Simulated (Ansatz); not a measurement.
Consider the ligand exchange at a P–S bond: `PBSP` + `N[SiH3]` → `[SiH3]NP` + `PBS`.

Calculated with Ansatz (gas phase, PBE0-D4/def2-TZVP geometries, no zero-point term in ΔE). CBS: MP2 limit from def2 TZ/QZ plus the TZ coupled-cluster correction, frozen cores. This one scheme is used for every species. Functionals use def2-TZVPP. B3LYP here is the variant with VWN-RPA as its local correlation; programs differ in this. HSE06 is defined as in plane-wave codes. Each species was taken in one conformer, which may not be the lowest.

`PBSP`:

Cartesian coordinates in Å:
```
P 0.842 2.345 -0.250
B -0.101 0.703 -0.333
S 0.567 -0.749 0.443
P -0.759 -2.269 -0.252
H -0.254 3.181 0.073
H 1.396 2.268 1.051
H -1.082 0.627 -1.008
H -0.860 -2.949 0.992
H 0.252 -3.155 -0.715
```

`N[SiH3]`:

```xyz
7

N     0.780   -0.390    0.614
Si   -0.441    0.341   -0.352
H     1.535   -0.888    0.170
H     0.530   -0.828    1.486
H     0.231    1.136   -1.413
H    -1.386   -0.596   -1.031
H    -1.250    1.225    0.526
```

`[SiH3]NP`:

Z-matrix (Å, degrees):
```
Si
N 1 1.726
H 1 1.486 2 108.0
H 1 1.488 2 110.7 3 120.3
H 1 1.488 2 110.7 3 -120.4
P 2 1.705 1 126.5 3 180.0
H 2 1.006 1 119.7 3 0.2
H 6 1.426 2 100.3 1 47.3
H 6 1.426 2 100.3 1 -47.0
```

`PBS`:

```xyz
7

P    -0.661    1.037   -0.552
B     0.757   -0.155   -0.170
S     0.592   -1.884    0.185
H    -1.623    0.598    0.390
H    -0.201    2.157    0.181
H     1.884    0.218   -0.298
H    -0.748   -1.973    0.264
```

Question: Is it downhill or uphill in electronic energy at CCSD(T)/CBS, and by how much? (Best estimate.)

Answer: Computed: Uphill: ΔE = +19.4 kJ/mol.

Question: What do these levels give: LDA (SPW92), PBE-D4, r2SCAN-D4, B3LYP-D4, r2SCANh-D4, PBE-QIDH, PBE, B3LYP, HSE06, BHLYP, MP2/def2-TZVPP, HF/def2-QZVPP? (Estimate.)

Answer: Ansatz gave: LDA (SPW92) 20.7, PBE-D4 26.2, r2SCAN-D4 22.6, B3LYP-D4 17.9, r2SCANh-D4 21.7, PBE-QIDH 19.8, PBE 26.7, B3LYP 18.7, HSE06 23.4, BHLYP 13.6, MP2/def2-TZVPP 19.3, HF/def2-QZVPP 6.4 kJ/mol.

Question: What do rigid-rotor, harmonic-oscillator terms from PBE0-D4/def2-TZVP frequencies (298.15 K, 1 bar) make of the CCSD(T)/CBS value? (Best estimate.)

Answer: Ansatz gave: ΔZPE = -3.0 kJ/mol, ΔH = +15.1 kJ/mol, ΔS = -4 J/(mol·K), ΔG = +16.2 kJ/mol.

Largest T1 diagnostic among the species: 0.016.

From PBE to PBE0 (25 % exact exchange), in def2-TZVPP and without D4, ΔE moves by −3.6 kJ/mol. Leaving LDA and LC-ωPBE aside and taking each functional with its dispersion term where it has one, the values, not all of them listed here, spread over 14.1 kJ/mol, from CAM-B3LYP-D4 to PBE-D4. LDA lies −6.1 kJ/mol from PBE without D4. At CCSD(T), def2-SVP lies −11.9 kJ/mol from the extrapolated value and def2-TZVPP −3.5 kJ/mol.
